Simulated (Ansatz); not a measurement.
Total energies of (H2B-mu-PH2)2 (B2P2H8) from Ansatz at r2SCAN-D4/def2-TZVP, gas phase (1 Eh = 27.2114 eV = 2625.5 kJ/mol). The reference geometry is relaxed at PBE-D4/def2-SVP.

```json
{"state": "charge 0 singlet", "geometry": "reference", "energy (Eh)": "-737.16421"}
{"state": "charge 1 doublet", "geometry": "reference", "energy (Eh)": "-736.81987"}
{"state": "free B atom (doublet)", "geometry": "–", "energy (Eh)": "-24.63675"}
{"state": "free H atom (doublet)", "geometry": "–", "energy (Eh)": "-0.49993"}
{"state": "free P atom (quartet)", "geometry": "–", "energy (Eh)": "-341.23792"}
```

Work out the vertical ionisation energy to the doublet.

E(charge 1 doublet) − E(charge 0 singlet) = -736.81987 − (-737.16421) = 0.34434 Eh = 9.37 eV. For comparison, −ε of the highest occupied level is 6.75 eV at this level, 2.62 eV less.

What is the binding energy per atom against free atoms?

Atoms: 2 × (-24.63675) + 8 × (-0.49993) + 2 × (-341.23792) = -735.74878 Eh. Binding: -735.74878 − (-737.16421) = 1.41543 Eh = 38.52 eV, or 3.21 eV for each of 12 atoms (no zero-point energy, no counterpoise term).
